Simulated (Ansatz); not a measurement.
The cluster Ag2F2. Charge 0, multiplicity 1. Geometry PBE-D4/def2-TZVP.

```xyz
4

Ag   -0.149   -0.713   -0.072
Ag    0.398    1.922    0.190
F     1.498    0.130    0.880
F    -1.747   -1.339   -0.998
```

In the def2 sets Ag takes a core potential; there is no spin–orbit coupling. LC-ωPBE has ω = 0.4 bohr⁻¹. Another isomer (singlet) lies 0.38 eV lower at PBE0-D4/def2-TZVP; other spin states weren't run for this one.

Q: Estimate the orbital energies around the gap (eV) in Ansatz with PBE-D4/def2-TZVP, r2SCAN-D4/def2-TZVP, r2SCANh-D4/def2-TZVP, PBE0-D4/def2-TZVP, LC-ωPBE/def2-TZVP.

A: 
| orbital | PBE-D4/def2-TZVP | r2SCAN-D4/def2-TZVP | r2SCANh-D4/def2-TZVP | PBE0-D4/def2-TZVP | LC-ωPBE/def2-TZVP |
| --- | --- | --- | --- | --- | --- |
| HOMO−5 | -8.02 | -8.25 | -8.89 | -9.67 | -12.35 |
| HOMO−4 | -7.95 | -8.22 | -8.86 | -9.63 | -12.26 |
| HOMO−3 | -7.83 | -8.06 | -8.69 | -9.45 | -12.09 |
| HOMO−2 | -6.57 | -6.63 | -7.15 | -7.85 | -10.36 |
| HOMO−1 | -6.38 | -6.58 | -7.12 | -7.83 | -10.35 |
| HOMO | -6.34 | -6.54 | -7.05 | -7.59 | -10.08 |
| LUMO | -4.96 | -4.76 | -4.48 | -4.17 | -1.99 |
| LUMO+1 | -1.92 | -1.59 | -1.24 | -0.95 | 0.82 |
| LUMO+2 | -1.39 | -1.05 | -0.86 | -0.79 | 0.91 |
| LUMO+3 | -1.06 | -0.66 | -0.41 | -0.29 | 1.55 |
| LUMO+4 | 0.06 | 0.49 | 0.71 | 0.76 | 2.35 |
| LUMO+5 | 0.60 | 1.04 | 1.26 | 1.31 | 2.87 |
